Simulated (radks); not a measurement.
Task: These are the eigenvalues of the occupied orbitals of an atom or ion with whole-number occupations (hartree). Calculated with a radial shooting solver on a logarithmic mesh with Libxc functionals: Dirac Kohn-Sham, BLYP, spin-unpolarised, spherical densities, finite nucleus; Fermi nuclear charge, rms radius of each element as measured or else 0.836 A^(1/3) + 0.57 fm.

orbital  eigenvalue
1s1/2     -2106.615
2s1/2     -354.4203
2p1/2     -337.6819
2p3/2     -303.9748
3s1/2     -80.03936
3p1/2     -72.68207
3p3/2     -65.60298
3d3/2     -52.99787
3d5/2     -51.45031
4s1/2     -16.45267
4p1/2     -13.51196
4p3/2     -11.91998
4d3/2      -7.07660
4d5/2      -6.78764
5s1/2      -2.74451
5p1/2      -1.93701
5p3/2      -1.72843
4f5/2      -0.97593
4f7/2      -0.93554
5f5/2      -0.22414

Which element is it, and in what charge state? The configuration may be excited. Open shells, if any, fill j = l - 1/2 first.

Result: Z = 68, erbium, charge +2: Er2+ in [Kr] 4d10 4f12 5s2 5p5 5f1. The list shows which subshells hold electrons but not how many an open one holds; the 1s level, -2106.6 hartree, gives Z - s = 64.9 by -(Z - s)^2/2, which with screening and relativity narrows Z to a few neighbours, and the depths of the outer levels then fix element, charge and occupations together.
